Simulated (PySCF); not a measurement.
## Potential energy of BiF along the bond

Set-up: PySCF, scalar-relativistic core potentials, basis sets Bi aug-cc-pVDZ-PP with ECP60, F aug-cc-pVDZ. Energies in eV from Bi + F in their ground configurations at the same level. State: ³Σ⁻ (triplet), unpaired electrons π ↑↑.

All columns are PBE0. A positive dipole means Bi(−)F(+).

```tsv
R (Å)	E (eV)	μ (D)	Mulliken charge on Bi (basis-dependent)	HOMO (eV)	LUMO (eV)	Mayer bond order	⟨S²⟩
1.773	-2.521	-1.57	0.61	-5.78	-2.42	0.20	2.00
1.856	-3.227	-2.12	0.60	-5.93	-2.56	0.31	2.00
1.938	-3.600	-2.65	0.60	-6.09	-2.70	0.40	2.00
2.000	-3.725	-3.04	0.60	-6.20	-2.80	0.45	2.00
2.062	-3.755	-3.42	0.59	-6.31	-2.90	0.49	2.00
2.124	-3.714	-3.78	0.60	-6.41	-3.00	0.52	2.00
2.206	-3.581	-4.25	0.60	-6.55	-3.12	0.55	2.00
2.309	-3.334	-4.81	0.60	-6.71	-3.26	0.57	2.01
2.433	-2.978	-5.44	0.61	-6.89	-3.42	0.59	2.01
2.598	-2.476	-6.15	0.61	-7.10	-3.87	0.60	2.03
```

A fit through these points gives, at Re = 2.054 Å, μ = -3.37 D and dμ/dR = -6.03 D/Å; the reduced mass is 17.42 u.

Q: How strong is the fundamental in the double-harmonic approximation, I = 42.26·(dμ/dR)²/μred km/mol?

A: I = 42.26·(-6.03)²/17.42 = 88.2 km/mol at PBE0.

These are scalar-relativistic numbers at best; spin–orbit coupling would shift them, the dissociation energy most. The state was picked by a PBE0 search and need not be the measured ground state.
